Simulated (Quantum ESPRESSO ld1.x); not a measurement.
Q: The mean radii <r> (bohr) of the occupied orbitals of an atom or ion are listed with their occupations. Method: scalar-relativistic Kohn-Sham, LDA (Slater exchange, Perdew-Zunger correlation), spin-unpolarised, spherical densities, point nucleus; computed with ld1.x of Quantum ESPRESSO 7.5.

orbital  occ.      <r>
1s          2  0.04556
2s          2   0.2027
2p          6   0.1770
3s          2   0.5598
3p          6   0.5610
3d          4   0.5377

Name the element and its charge.

A: Z = 33, arsenic, charge +11: As11+ in [Ar] 3d4. The 1s radius gives Z: for a bare nucleus <r> = (2 gamma + 1)/(2Z) with gamma = sqrt(1 - (Z/c)^2), 0.04456 bohr for Z = 33, and screening makes it slightly larger (0.04556 here). The occupations add up to 22, and the charge is Z minus that.
